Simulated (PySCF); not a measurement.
Isomers of C5H10O3, one GFN2-xTB conformer each. Single-point energies are computed at PBE0/pcSseg-1 (PySCF, gas phase, no added dispersion term), electronic only.

Question: Rank them by PBE0/pcSseg-1 energy, lowest first (kcal/mol).
A. `[CH3:1][O:2][CH2:3][CH:4]1[O:5][CH2:6][CH2:7][O:8]1` with C1–O2–C3–C4 72°, O2–C3–C4–O5 -85°, C3–C4–O5–C6 -110°, C4–O5–C6–C7 -27°, O5–C6–C7–O8 33°, C6–C7–O8–C4 -27°
B. `[CH3:1][O:2][C@@H:3]1[O:4][CH2:5][O:6][C@@H:7]1[CH3:8]` with C1–O2–C3–O4 -68°, O2–C3–O4–C5 -93°, C3–O4–C5–O6 -38°, O4–C5–O6–C7 35°, C5–O6–C7–C8 106°

Answer: B (0.0), A (11.2).

GFN2-xTB itself gives, in the same order: 0.0, 8.6. Both levels put the same isomer lowest.

Which frontier levels, dipoles and rotational constants go with these structures?

| SMILES | HOMO (eV, PBE0/pcSseg-1) | LUMO (eV) | dipole (D) | A, B, C (MHz) |
| --- | --- | --- | --- | --- |
| CO[C@@H]1OCO[C@@H]1C | -7.48 | 1.41 | 1.48 | 3188, 1915, 1370 |
| COCC1OCCO1 | -6.93 | 1.44 | 2.66 | 4807, 1318, 1118 |
